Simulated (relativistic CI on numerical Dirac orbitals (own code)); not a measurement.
Radial parameters of Nd⁴⁰⁺

Calculated at this level of theory: Dirac-Coulomb-Breit CI, KLI orbitals optimised for each configuration, a model potential for QED, unscaled Slater integrals (own radial code, finite nucleus).

Slater integrals F^k, G^k are unscaled and averaged over j, outside the closed core [Ne]; ζ comes from projecting the Hamiltonian with its Breit term on Σ l·s of the shell.

- 3s²3p⁶3d²: F^2(3d,3d) = 474240, F^4(3d,3d) = 306530, ζ(3d) = 89160 cm⁻¹; <r>(3d) = 0.2158, <r^2>(3d) = 0.05393 (bohr units).
- 3s²3p⁵3d³: ζ(3p) = 658980, F^2(3d,3d) = 473390, F^4(3d,3d) = 305960, F^2(3p,3d) = 408420, G^1(3p,3d) = 433120, G^3(3p,3d) = 290020, ζ(3d) = 88234 cm⁻¹; <r>(3p) = 0.2429, <r^2>(3p) = 0.0682, <r>(3d) = 0.2162, <r^2>(3d) = 0.05411 (bohr units).
- 3s3p⁶3d³: F^2(3d,3d) = 473030, F^4(3d,3d) = 305720, G^2(3s,3d) = 327220, ζ(3d) = 88703 cm⁻¹; <r>(3s) = 0.2487, <r^2>(3s) = 0.07054, <r>(3d) = 0.2163, <r^2>(3d) = 0.05419 (bohr units).

Task: Give the Racah parameters of the d shell in 3s²3p⁶3d².

Result: B = F²/49 − 5F⁴/441 = 6203 cm⁻¹ and C = 35F⁴/441 = 24328 cm⁻¹.

Averages of the first 10 configurations, taken without configuration mixing, which lowers the lowest level and can move excited configurations by several eV; other configurations of the list can lie among them:

| Configuration | Parity | States | Average energy above the lowest level (eV) |
| --- | --- | --- | --- |
| 3s²3p⁶3d² | even | 45 | 38.4 |
| 3s²3p⁵3d³ | odd | 720 | 313.0 |
| 3s3p⁶3d³ | even | 240 | 556.6 |
| 3s²3p⁶3d4s | even | 20 | 1224.2 |
| 3s²3p⁶3d4p | odd | 60 | 1315.2 |
| 3s²3p⁶3d4d | even | 100 | 1425.4 |
| 3s²3p⁵3d²4s | odd | 540 | 1490.5 |
| 3s²3p⁶3d4f | odd | 140 | 1513.9 |
| 3s²3p⁵3d²4p | even | 1620 | 1581.8 |
| 3s²3p⁵3d²4d | odd | 2700 | 1691.4 |
